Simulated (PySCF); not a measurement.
**Unknowns**

All values are calculated (PySCF): GFN2-xTB structure, shielding tensors at PBE0/pcSseg-1 (GIAO). One computed conformer, fast rotation and ring inversion assumed for equivalent nuclei, relativity neglected, no solvent model.

δ = σ(ref) − σ, references computed at the same level: 1H and 13C against TMS. Splittings of carbon signals by F and P are missing where no couplings were computed. Where no couplings were computed, multiplicities follow the n + 1 count of equivalent neighbours, and m marks all less simple cases (inequivalent or close neighbours, rings, F or P nearby). Shifts are as computed. Against solution values, carbons near 30 ppm lie about +3 ppm off and those near 130 ppm about +5 ppm. Of 1309 compounds with measured shifts, 239 miss one by over three times the rms of a fit or turn the order of signals round; such compounds aren't used in these exercises. OH and NH positions are gas-phase values without hydrogen bonding to other molecules.

(1) CH5F3O3Si2. 1H NMR (500 MHz, computed): δ 5.05 (m, 2H), 4.40 (s, 1H), 2.71 (br s, 2H). 13C{1H} NMR (computed): δ 139.1 (C). Identify the compound.

(2) C5H3NO. 1H NMR (500 MHz, computed): δ 8.74 (t, 1H), 3.45 (m, 2H). 13C{1H} NMR (computed): δ 185.0 (C), 180.9 (CH), 132.9 (C), 114.0 (C), 53.1 (CH2). Give a structure.

(3) C7H9F. 1H NMR (400 MHz, computed): δ 6.00 (m, 2H), 5.75 (br s, 1H), 5.56 (br s, 1H), 2.21 (s, 3H), 1.22 (s, 2H). 13C{1H} NMR (computed): δ 140.6 (C), 127.0 (CH2), 120.5 (C), 119.9 (C), 86.6 (CH2), 24.9 (CH3), 11.9 (CH2). What is it?

(4) C7H9F. 1H NMR (400 MHz, computed): δ 6.49 (m, 1H), 6.35 (m, 1H), 5.95 (m, 1H), 2.10 (s, 3H), 1.43 (m, 3H). 13C{1H} NMR (computed): δ 160.3 (C), 147.5 (CH), 139.4 (CH), 132.0 (CH), 104.9 (C), 23.7 (CH3), 14.8 (CH3). Give a structure.

Answers

(1) `InChI=1S/CH5F3O3Si2/c2-1(3,4)8-7-9(5)6/h5-6,9H,8H2`. Rings plus π bonds: 0. Carbon types of the structure: 1 × C, leaving 5 H on heteroatoms. δC 139.1: CF3 carbon; 3 electronegative neighbours deshield it. δH 5.05: hydrogen on a silicon bonded to C, O. δH 4.40: hydrogen on a silicon bonded to 3 O. δH 2.71: hydrogen on an oxygen bonded to Si; exchangeable; this is the value without hydrogen bonding to other molecules.

The shifts were computed for this structure.

(2) SMILES N#CC1=CCC1=O. The formula gives 5 degrees of unsaturation (1 ring in the answer). 5 carbon signals for 5 carbons: no two carbons are equivalent. Carbon types of the structure: 3 × C, 1 × CH, 1 × CH2, which accounts for all hydrogens. δC 185.0: ketone carbonyl carbon; the double bond to the heteroatom, with no lone-pair donor beside it, deshields it most. δC 180.9: β carbon of a C=C–C=O unit; conjugation with the carbonyl draws π density from the β position. δC 132.9: α carbon of a C=C–C=O unit; an sp2 carbon of a C=C bond. δC 114.0: nitrile carbon; C≡N carbons fall here, among the sp2 signals but without a proton.

The shifts were computed for this structure.

(3) `C=C(C)C1=C(CF)C1`. Rings plus π bonds: 3 (1 ring in the answer). 7 carbon signals for 7 carbons: no two carbons are equivalent. Carbon types of the structure: 3 × C, 3 × CH2, 1 × CH3, which accounts for all hydrogens. δC 140.6, 120.5, 119.9: fully substituted alkene carbon; as expected for a trigonal carbon in a double bond. δC 127.0: terminal =CH2 carbon; as expected for a trigonal carbon in a double bond. δC 86.6: allylic sp3 CH2 bonded to F; the inductive effect lowers its shielding. δH 1.22: hydrogen on a three-membered-ring carbon; cyclopropane-type protons are shielded by the ring.

This is the structure that produced the data.

(4) `InChI=1S/C7H9F/c1-6-4-3-5-7(6,2)8/h3-5H,1-2H3/t7-/m0/s1`. Rings plus π bonds: 3 (1 ring in the answer). 7 carbon signals for 7 carbons: no two carbons are equivalent. Carbon types of the structure: 2 × C, 3 × CH, 2 × CH3, which accounts for all hydrogens. δC 160.3: fully substituted alkene carbon; an sp2 carbon of a C=C bond. δC 147.5, 139.4, 132.0: alkene CH; an sp2 carbon of a C=C bond. δC 104.9: allylic fully substituted sp3 carbon bonded to F; the inductive effect lowers its shielding. δH 2.10: hydrogen on an allylic methyl carbon; allylic position.

This is the structure that produced the data.
